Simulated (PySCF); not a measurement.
# Molybdenum: a sound run and one with changed settings

Sound run: Mo²⁺ [Kr] 4d4, Mo³⁺ [Kr] 4d3. Computed with PySCF 2.14 in x2c-SVPall (6s5p5d1f, 53 functions), with the spin-free X2C one-electron Hamiltonian (Gaussian nucleus). In the sound run the correlated levels freeze [Kr]. The sound run starts from symmetry-adapted Hartree-Fock orbitals and uses a fine grid where one is needed.

Changed run: basis STO-3G, all-electron and non-relativistic. This setting is unsound on purpose.

```tsv
species	method	sound run (hartree)	changed run (hartree)	converged
Mo²⁺	UHF	-4045.03901	-3935.34338	yes
Mo²⁺	M06-L	-4047.00183	-3936.95919	yes
Mo²⁺	BP86	-4047.58747	-3937.18814	yes
Mo²⁺	MP2	-4045.06602	-3935.34367	yes
Mo³⁺	UHF	-4044.08016	-3934.41273	yes
Mo³⁺	M06-L	-4046.01891	-3935.99739	yes
Mo³⁺	BP86	-4046.57758	-3936.22029	yes
Mo³⁺	MP2	-4044.09156	-3934.41282	yes
```

Ionisation energy of Mo²⁺:

```csv
method,sound run (eV),changed run (eV)
UHF,26.092,25.324
M06-L,26.747,26.172
BP86,27.480,26.337
MP2,26.516,25.330
SCS-MP2,26.233,25.326
```

A minimal basis cannot let orbitals breathe on ionisation and holds almost no correlation. The Hamiltonian changed with the basis, so the totals do not compare.

For comparison, NIST gives 27.13 ± 0.12 eV between the lowest levels.
